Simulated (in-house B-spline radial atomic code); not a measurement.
Successive ionisation energies of barium; each step leads to the configuration of the next row (after the last: [He] 2s2 2p3). NIST's values go from ground level to ground level; the uncertainty of those that are theory runs from under 0.1 % in few-electron ions to several per cent in heavy many-electron ones. Computed with a radial B-spline atomic code at the basis-set limit: non-relativistic Hartree-Fock, average of the configuration, point nuclei.

This level leaves out relativity, spin-orbit splitting included, which matters for heavy ions.

```tsv
ion	configuration	ionisation energy (eV)	tabulated value (eV)	tabulated kind	computed minus tabulated (eV)	highest orbital	largest mean radius (bohr)
Ba44+	[Ne] 3s2	3406.5	3546	tabulated theory	-139	3s	0.27127
Ba45+	[Ne] 3s1	3496.6	3640	tabulated theory	-143	3s	0.26977
Ba46+	[He] 2s2 2p6	8291.8	8326	tabulated theory	-34	2p	0.11383
Ba47+	[He] 2s2 2p5	8533.5	8565	tabulated theory	-32	2p	0.1132
Ba48+	[He] 2s2 2p4	8777.9	8831	tabulated theory	-53	2p	0.11258
```

**Question.** Where is the largest jump?

**Answer.** From Ba45+ to Ba46+, by a factor of 2.37 (3496.6 to 8291.8 eV); the highest orbital goes from 3s to 2p.
